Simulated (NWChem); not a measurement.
System: C₃H₂FN; SMILES N#C/C=C/F

Input file for NWChem:

```
start job
memory heap 200 mb stack 900 mb global 1100 mb
geometry units angstroms noautoz
  N     -0.227988    -2.531003     0.000000
  C      0.095656    -1.417104     0.000000
  C      0.511352    -0.057349     0.000000
  C     -0.377913     0.941797     0.000000
  F      0.002420     2.199828     0.000000
  H      1.582915     0.162663     0.000000
  H     -1.464463     0.810420     0.000000
end
basis spherical
  N library def2-svp
  C library def2-svp
  F library def2-svp
  H library def2-svp
end
dft
  xc mpw1k
  iterations 150
  mulliken
end
task dft energy
```

NWChem printed, in part:

```
             Northwest Computational Chemistry Package (NWChem) 7.3.0
             --------------------------------------------------------

 CS  symmetry detected

                             Geometry "geometry" -> ""
                             -------------------------

 Output coordinates in angstroms (scale by  1.889725989 to convert to a.u.)

  No.       Tag          Charge          X              Y              Z
 ---- ---------------- ---------- -------------- -------------- --------------
    1 N                    7.0000    -0.21352119    -2.52813588     0.00000000
    2 C                    6.0000     0.10473659    -1.41268601     0.00000000
    3 C                    6.0000     0.51385730    -0.05093821     0.00000000
    4 C                    6.0000    -0.38022526     0.94389913     0.00000000
    5 F                    9.0000    -0.00597560     2.20375324     0.00000000
    6 H                    1.0000     1.58434468     0.17424909     0.00000000
    7 H                    1.0000    -1.46612775     0.80727338     0.00000000

 Effective nuclear repulsion energy (a.u.)     136.7160992066

      Symmetry information
      --------------------

 Group name             Cs
 Group number              2
 Group order               2
 No. of unique centers     7

                                 NWChem DFT Module
                                 -----------------

 Summary of "ao basis" -> "ao basis" (spherical)
 ------------------------------------------------------------------------------
       Tag                 Description            Shells   Functions and Types
 ---------------- ------------------------------  ------  ---------------------
 N                          def2-svp                 6       14   3s2p1d
 C                          def2-svp                 6       14   3s2p1d
 F                          def2-svp                 6       14   3s2p1d
 H                          def2-svp                 3        5   2s1p

      Symmetry analysis of basis
      --------------------------

        a'         58
        a"         22

            General Information
            -------------------
          SCF calculation type: DFT
          Wavefunction type:  closed shell.
          No. of atoms     :     7
          No. of electrons :    36
           Alpha electrons :    18
            Beta electrons :    18
          Charge           :     0
          Spin multiplicity:     1
          Use of symmetry is: on ; symmetry adaption is: on
          Maximum number of iterations: 150
          AO basis - number of functions:    80
                     number of shells:    36
          Convergence on energy requested:  1.00D-06
          Convergence on density requested:  1.00D-05
          Convergence on gradient requested:  5.00D-04

              XC Information
              --------------
                        MPW1K Method XC Functional
                     Hartree-Fock (Exact) Exchange  0.428
                        mPW91  Exchange Functional  0.572
                Perdew 1991 Correlation Functional  1.000 non-local
            Perdew 1991 LDA Correlation Functional  1.000 local

             Grid Information
             ----------------
          Grid used for XC integration:  medium
          Radial quadrature: Mura-Knowles
          Angular quadrature: Lebedev.
          Tag              B.-S. Rad. Rad. Pts. Rad. Cut. Ang. Pts.
          ---              ---------- --------- --------- ---------
          N                   0.65       49          10.0       434
          C                   0.70       49           9.0       434
          F                   0.50       49          11.0       434
          H                   0.35       45           9.0       434
          Grid pruning is: on
          Number of quadrature shells:   335
          Spatial weights used:  Erf1

      Superposition of Atomic Density Guess
      -------------------------------------

 Sum of atomic energies:        -267.40968257

      Non-variational initial energy
      ------------------------------

 Total energy =    -269.686225
 1-e energy   =    -635.847207
 2-e energy   =     229.444883
 HOMO         =      -0.301745
 LUMO         =      -0.012492

      Symmetry analysis of molecular orbitals - initial
      -------------------------------------------------

  Numbering of irreducible representations:

     1 a'          2 a"

  Orbital symmetries:

     1 a'          2 a'          3 a'          4 a'          5 a'
     6 a'          7 a'          8 a'          9 a'         10 a'
    11 a'         12 a"         13 a'         14 a'         15 a"
    16 a'         17 a'         18 a"         19 a"         20 a'
    21 a'         22 a"         23 a'         24 a'         25 a'
    26 a'         27 a'         28 a'

     ---------------------------------------------
      Total Density - Mulliken Population Analysis
     ---------------------------------------------

    Atom       Charge   Shell Charges
 -----------   ------   -------------------------------------------------------
    1 N    7     7.59   1.99  1.13  0.57  2.40  1.46  0.03
    2 C    6     5.63   1.99  0.98  0.22  1.66  0.72  0.06
    3 C    6     6.28   1.99  0.95  0.26  2.04  1.01  0.03
    4 C    6     5.38   1.99  0.91  0.26  1.57  0.57  0.07
    5 F    9     9.33   1.99  1.14  0.76  3.42  2.02  0.01
    6 H    1     0.86   0.64  0.20  0.02
    7 H    1     0.94   0.68  0.23  0.02

   convergence    iter        energy       DeltaE   RMS-Dens  Diis-err
 ---------------- ----- ----------------- --------- --------- ---------
 d= 0,ls=0.0,diis     1   -269.6351569881 -4.06D+02  1.75D-02  9.00D-01
 d= 0,ls=0.0,diis     2   -269.4942550487  1.41D-01  1.11D-02  2.27D+00
 d= 0,ls=0.0,diis     3   -269.7573648130 -2.63D-01  1.91D-03  3.95D-02
 d= 0,ls=0.0,diis     4   -269.7602987519 -2.93D-03  8.92D-04  1.33D-02
 d= 0,ls=0.0,diis     5   -269.7617420450 -1.44D-03  2.06D-04  4.03D-04
  Resetting Diis
 d= 0,ls=0.0,diis     6   -269.7617920377 -5.00D-05  6.21D-05  2.23D-05
 d= 0,ls=0.0,diis     7   -269.7617945484 -2.51D-06  4.86D-05  6.01D-06
 d= 0,ls=0.0,diis     8   -269.7617942065  3.42D-07  2.64D-05  9.19D-06
 d= 0,ls=0.0,diis     9   -269.7617951487 -9.42D-07  2.93D-06  1.39D-07

         Total DFT energy =     -269.761795148730
      One electron energy =     -638.068114371040
           Coulomb energy =      265.756392169433
    Exchange-Corr. energy =      -34.166172153748
 Nuclear repulsion energy =      136.716099206624

 Numeric. integr. density =       35.999999247211

                  Occupations of the irreducible representations
                  ----------------------------------------------

                     irrep           alpha         beta
                     --------     --------     --------
                     a'               15.0         15.0
                     a"                3.0          3.0

                       DFT Final Molecular Orbital Analysis
                       ------------------------------------

 Vector   16  Occ=2.000000D+00  E=-4.378461D-01  Symmetry=a'
              MO Center= -2.6D-01, -2.7D+00,  6.9D-14, r^2= 9.6D-01
   Bfn.  Coefficient  Atom+Function         Bfn.  Coefficient  Atom+Function
  ----- ------------  ---------------      ----- ------------  ---------------
     5      0.472955  1 N  py                 3      0.392448  1 N  s
     2      0.317857  1 N  s                  8     -0.248074  1 N  py
    19      0.247953  2 C  py                16     -0.185204  2 C  s
     1      0.150210  1 N  s                  4      0.144598  1 N  px
    33     -0.102817  3 C  py                15      0.083560  2 C  s

 Vector   17  Occ=2.000000D+00  E=-4.000912D-01  Symmetry=a'
              MO Center=  5.2D-04, -1.8D+00, -1.0D-15, r^2= 1.7D+00
   Bfn.  Coefficient  Atom+Function         Bfn.  Coefficient  Atom+Function
  ----- ------------  ---------------      ----- ------------  ---------------
     4      0.417597  1 N  px                18     -0.384540  2 C  px
     7     -0.244097  1 N  px                21     -0.230575  2 C  px
    71      0.134338  6 H  s                  5     -0.126874  1 N  py
    32      0.116058  3 C  px                19      0.098680  2 C  py
    22      0.093706  2 C  py                35      0.091381  3 C  px

 Vector   18  Occ=2.000000D+00  E=-3.354926D-01  Symmetry=a"
              MO Center=  1.7D-02, -3.2D-01,  4.4D-15, r^2= 3.3D+00
   Bfn.  Coefficient  Atom+Function         Bfn.  Coefficient  Atom+Function
  ----- ------------  ---------------      ----- ------------  ---------------
    34      0.348768  3 C  pz                48      0.334621  4 C  pz
     6      0.314360  1 N  pz                37      0.273308  3 C  pz
    62      0.226325  5 F  pz                 9     -0.208448  1 N  pz
    51      0.190859  4 C  pz                65     -0.185027  5 F  pz
    20     -0.168136  2 C  pz                23     -0.126381  2 C  pz

 Vector   19  Occ=0.000000D+00  E=-3.126016D-02  Symmetry=a"
              MO Center= -8.4D-02, -2.5D-02, -1.6D-15, r^2= 3.2D+00
   Bfn.  Coefficient  Atom+Function         Bfn.  Coefficient  Atom+Function
  ----- ------------  ---------------      ----- ------------  ---------------
    51      0.558806  4 C  pz                48      0.468061  4 C  pz
    37     -0.439885  3 C  pz                34     -0.293674  3 C  pz
     9      0.279882  1 N  pz                 6     -0.264210  1 N  pz
    65     -0.193505  5 F  pz                20     -0.185399  2 C  pz
    62      0.186326  5 F  pz                23     -0.153307  2 C  pz

 Vector   20  Occ=0.000000D+00  E= 4.608624D-02  Symmetry=a'
              MO Center=  2.2D-01, -1.2D+00, -7.9D-16, r^2= 3.3D+00
   Bfn.  Coefficient  Atom+Function         Bfn.  Coefficient  Atom+Function
  ----- ------------  ---------------      ----- ------------  ---------------
    72      0.794184  6 H  s                 45     -0.528874  4 C  s
    31     -0.484904  3 C  s                  7      0.471700  1 N  px
    21     -0.395409  2 C  px                 4     -0.379530  1 N  px
    35     -0.375139  3 C  px                18     -0.371929  2 C  px
    17      0.264151  2 C  s                 22      0.237508  2 C  py

 Vector   21  Occ=0.000000D+00  E= 9.852259D-02  Symmetry=a'
              MO Center= -1.1D+00,  5.8D-01, -4.1D-14, r^2= 4.3D+00
   Bfn.  Coefficient  Atom+Function         Bfn.  Coefficient  Atom+Function
  ----- ------------  ---------------      ----- ------------  ---------------
    77      1.912603  7 H  s                 45     -1.373244  4 C  s
    31      1.017450  3 C  s                 72     -0.815759  6 H  s
    49      0.778488  4 C  px                 3     -0.446431  1 N  s
    50      0.386544  4 C  py                22     -0.375464  2 C  py
    46      0.270550  4 C  px                21     -0.228123  2 C  px

     ---------------------------------------------
      Total Density - Mulliken Population Analysis
     ---------------------------------------------

    Atom       Charge   Shell Charges
 -----------   ------   -------------------------------------------------------
    1 N    7     7.06   1.99  1.08  0.57  2.19  1.19  0.03
    2 C    6     6.06   1.99  0.94  0.17  2.03  0.88  0.05
    3 C    6     6.16   1.99  0.89  0.24  2.12  0.88  0.04
    4 C    6     5.73   1.99  0.92  0.20  1.96  0.59  0.08
    5 F    9     9.20   1.99  1.14  0.78  3.35  1.94  0.01
    6 H    1     0.88   0.72  0.13  0.02
    7 H    1     0.91   0.74  0.14  0.02

     -------------------------------------------
      Total Density - Lowdin Population Analysis
     -------------------------------------------

    Atom       Charge   Shell Charges
 -----------   ------   -------------------------------------------------------
    1 N    7     7.07   1.98  0.86  0.59  2.06  1.53  0.06
    2 C    6     6.02   1.97  0.64  0.30  1.86  1.15  0.11
    3 C    6     6.12   1.97  0.59  0.30  1.94  1.23  0.09
    4 C    6     5.84   1.97  0.61  0.30  1.77  1.01  0.18
    5 F    9     9.05   1.98  1.01  0.73  3.22  2.10  0.01
    6 H    1     0.93   0.61  0.24  0.07
    7 H    1     0.96   0.64  0.25  0.07

     Multipole analysis of the density
     ---------------------------------

     L   x y z        total         alpha         beta         nuclear
     -   - - -        -----         -----         ----         -------
     0   0 0 0      0.000000    -18.000000    -18.000000     36.000000

     1   1 0 0      0.052424      0.026212      0.026212     -0.000000
     1   0 1 0      1.115273      0.557637      0.557637     -0.000000
     1   0 0 1      0.000000      0.000000      0.000000      0.000000

     2   2 0 0    -17.731074    -22.251102    -22.251102     26.771130
     2   1 1 0     -1.718163     -0.063600     -0.063600     -1.590963
     2   1 0 1     -0.000000     -0.000000     -0.000000      0.000000
     2   0 2 0    -29.353264   -204.775880   -204.775880    380.198495
     2   0 1 1      0.000000      0.000000      0.000000      0.000000
     2   0 0 2    -20.855024    -10.427512    -10.427512      0.000000
```

Level: MPW1K/def2-SVP. Coordinates come from a PBE0/def2-SVP optimisation.
